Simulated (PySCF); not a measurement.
Vibration and rotation of GaAs

UHF-CCSD(T) constants of GaAs, ³Σ⁻ (triplet), unpaired electrons π ↑↑ (basis Ga pcseg-1, As pcseg-1; no relativity; PySCF 2.14; masses 68.9256 and 74.9216 u):

| Property | Result |
| --- | --- |
| ωe | 208.3 cm⁻¹ |
| ωexe | 0.604 cm⁻¹ |
| Be | 0.069413 cm⁻¹ |
| αe | 0.000294 cm⁻¹ |
| D (centrifugal) | 3.08e-08 cm⁻¹ |
| De to Ga + As | 1.58 eV |

Task: Give the vibrational terms G(v) and spacings up to v = 6.

Result: G(v) = ωe(v+½) − ωexe(v+½)².

| v | G(v) (cm⁻¹) | G(v) − G(v−1) | Bv (cm⁻¹) |
| --- | --- | --- | --- |
| 0 | 104.0 |  | 0.06927 |
| 1 | 311.1 | 207.1 | 0.06897 |
| 2 | 517.0 | 205.9 | 0.06868 |
| 3 | 721.7 | 204.7 | 0.06838 |
| 4 | 925.1 | 203.5 | 0.06809 |
| 5 | 1127.4 | 202.3 | 0.06780 |
| 6 | 1328.4 | 201.1 | 0.06750 |

Task: How well does the Morse estimate ωe²/(4ωexe) reproduce De, and what is D0?

Result: It gives 2.23 eV, 141 % of the computed De. D0 = De − G(0) = 1.58 − 0.01 = 1.57 eV.

Correlated steps freeze 18 core orbitals. Correlated levels converge slowly with the basis: in double zeta they bind strong bonds too weakly, by up to about 1 eV, and carry superposition errors of some tenths. Spin–orbit coupling is left out. The state was picked by a PBE0 search and need not be the measured ground state.
